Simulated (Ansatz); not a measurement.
GeH5OPSi: which of two isomers lies lower

We compare X, `[PH2][Ge@@H]1[O][SiH2]1`, a singlet, with Y, `[OH][Ge@@H]1[SiH2][PH]1`, a singlet. Both are isolated molecules in the gas phase, relaxed with PBE0-D3(BJ)/pcseg-1; the shapes shown needn't be the lowest conformers.

X (Å):

```xyz
9

Ge   -0.1135   -1.4688    0.5009
O    -1.5566   -1.5630    1.7952
P    -1.1039   -1.2197   -1.5766
Si   -0.6626   -0.2700    2.3621
H    -1.1901    0.2018   -1.4937
H     0.1565   -1.1937   -2.2509
H     0.6463   -2.8054    0.5722
H    -1.2713    1.0850    2.2488
H     0.0313   -0.4324    3.6699
```

Y (Å):

```xyz
9

Ge   -0.6877   -1.7728    1.0055
O     0.7887   -2.7749    1.2997
P    -0.6838    0.4377    1.8664
Si   -0.7128    0.0699   -0.4050
H     1.5972   -2.3007    1.0652
H    -1.8706   -2.6655    1.3631
H     0.5737    0.4454   -1.0513
H    -1.9072    0.4787   -1.1923
H    -2.1105    0.3754    1.9624
```

Energies in hartree; the thermal terms are from PBE0-D3(BJ)/pcseg-1 harmonic frequencies (ideal gas, rigid rotor, one conformer each, 298.15 K, 1 atm) and include the zero-point energy:

|  | X | Y |
| --- | --- | --- |
| E, CCSD(T)/def2-SVP | −2782.976527 | −2782.972059 |
| E, MP2/def2-SVP | −2782.917022 | −2782.912294 |
| E, MP2/def2-TZVPP | −2783.646261 | −2783.638296 |
| zero-point energy | 0.046617 | 0.047914 |
| H(298 K) − E | 0.054670 | 0.056336 |
| G(298 K) − E | 0.014453 | 0.015830 |

Correct the CCSD(T) difference for the basis set by the MP2 change, then work out ΔE, ΔE₀, ΔH and ΔG for X → Y in kcal/mol (1 Eh = 627.51 kcal/mol) and the equilibrium ratio [Y]/[X].

1. Differences Y − X: CCSD(T) +0.004468, MP2 in the small set +0.004728, MP2 in the large set +0.007965 Eh.
2. ΔE = +0.004468 + (+0.007965 − (+0.004728)) = +0.007705 Eh = +4.83 kcal/mol.
3. ΔE₀ = ΔE + ΔZPE = +0.007705 + (+0.001297) Eh = +5.65 kcal/mol.
4. ΔH = ΔE + (+0.001666) Eh = +5.88 kcal/mol.
5. ΔG = ΔE + (+0.001377) Eh = +5.70 kcal/mol, so ΔS = (ΔH − ΔG)/T = +2.5 J/(mol K).
6. kT = 0.9442 mEh, so K = [Y]/[X] = exp(−ΔG/kT) = exp(−9.62) ≈ 6.6 × 10^−5.

Structure X is favoured at this temperature. An error of 1 kcal/mol in ΔG would change K by a factor of 5.4. Mirror images and further conformers aren't counted.

As drawn, Y has 1 P–Si, 1 O–H in place of 1 O–Si, 1 P–H.

Other levels gave ΔE = +0.7 (PBE0-D3(BJ)/pcseg-1); +2.0 (HF/def2-SVP); +3.0 (MP2/def2-SVP); +2.8 (CCSD(T)/def2-SVP) kcal/mol. The correlated steps freeze 20 core orbitals; the filled d shell of Ge is correlated, in a basis made for valence electrons. Programs: Ansatz 0.2.0.
